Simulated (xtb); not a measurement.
xtb input:

```bash
xtb mol.xyz --gfn 2 --sp --chrg -1 --uhf 0
```
mol.xyz:
```
10

C     -1.78374966    -0.45640197    -0.01709594
Ge    -0.05727277     0.30278339    -0.05746531
C      1.68113081    -0.74218809     0.22631117
H     -1.91824256    -1.20853514    -0.80332132
H     -2.01613533    -0.89205841     0.96175204
H      0.26232115     1.00478372    -1.43270337
H      0.12655468     1.44370202     1.01525860
H      1.66583632    -1.21768933     1.21129553
H      2.56577643    -0.09808453     0.15988708
H      1.76233104    -1.52964632    -0.52857002
```

What final total energy does it print?

-9.87868 Eh (GFN2-xTB).

It need not be the lowest isomer of its formula. Whether it binds its extra electron was not tested at this geometry.
